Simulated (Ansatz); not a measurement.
```yaml
crystal:
  periodic: [false, false, false]
  atoms:
    - {symbol: B, position_ang: [-0.396789, 0.893414, -1.155045]}
    - {symbol: C, position_ang: [0.306778, -0.329879, -0.485412]}
    - {symbol: C, position_ang: [0.173479, -0.490161, 0.947704]}
    - {symbol: C, position_ang: [0.051673, -0.606489, 2.136333]}
    - {symbol: H, position_ang: [-0.286199, 1.018212, -2.340233]}
    - {symbol: H, position_ang: [-1.026591, 1.690554, -0.528477]}
    - {symbol: H, position_ang: [1.369212, -0.280574, -0.771511]}
    - {symbol: H, position_ang: [-0.047876, -1.230691, -1.010095]}
    - {symbol: H, position_ang: [-0.055186, -0.710684, 3.189739]}
basis:
  gaussian: {orbitals: cc-pVTZ, final_grid: {core_spheres: 1, valence_spheres: 1, degree: 5}}
hamiltonian: {xc: {name: r2SCAN}}
output: {forces: true}
```

```sh
$ ansatz run in.yaml --threads 2 --pin off --events-out ev --progress --plain --max-ram 4352MiB
```

Shortened log:

```
Functional definition: r2SCAN
1004 factors; their error is unknown
mean field evaluation 1: about -3857.0640 eV, gradient 5.7e1 eV
mean field evaluation 2: about -3854.9395 eV, gradient 6.2e1 eV
mean field evaluation 4: about -3864.7182 eV, gradient 7.6e0 eV
mean field evaluation 8: about -3848.2338 eV, gradient 2.1e1 eV
mean field evaluation 16: about -3849.0376 eV, gradient 8.5e-3 eV
a density is far from that of the atoms, so the factors are made again for it
1188 factors; integrals over basis functions are off by at most 1.3e-3 eV
mean field -3849.03746130 eV, -141.4495177315 hartree, gradient 2.4e-5 eV, S^2 0.000000; 0 other end points of the search recorded, 0 dependent functions left out
reference -3849.03749604 eV, -141.4495190081 hartree; 14, 14 occupied and 176, 176 virtual orbitals, 1188 factors
Total energy: -3849.03749604 eV, -141.4495190081 hartree
Atom 0 at    -0.396789     0.893414    -1.155045 Å, force     5.163924    -8.926782     4.631189 eV/Å
Atom 1 at     0.306778    -0.329879    -0.485412 Å, force    -3.626284     2.702154    11.249920 eV/Å
Atom 2 at     0.173479    -0.490161     0.947704 Å, force     2.534544    -6.350747    10.125954 eV/Å
Atom 3 at     0.051673    -0.606489     2.136333 Å, force    -0.595129     7.011480   -24.304469 eV/Å
Atom 4 at    -0.286199     1.018212    -2.340233 Å, force    -0.926792     0.554281     3.385878 eV/Å
Atom 5 at    -1.026591     1.690554    -0.528477 Å, force     1.394622    -1.687873    -1.774697 eV/Å
Atom 6 at     1.369212    -0.280574    -0.771511 Å, force    -7.720849    -0.306578     1.451092 eV/Å
Atom 7 at    -0.047876    -1.230691    -1.010095 Å, force     2.647457     6.704968     3.188088 eV/Å
Atom 8 at    -0.055186    -0.710684     3.189739 Å, force     1.128506     0.299096    -7.952955 eV/Å
Dipole moment:     0.036677    -0.027321    -0.109036 e Å
```

In this input the integration grid is far too coarse. The run converged. The result belongs to that input, not to the molecule as meant.
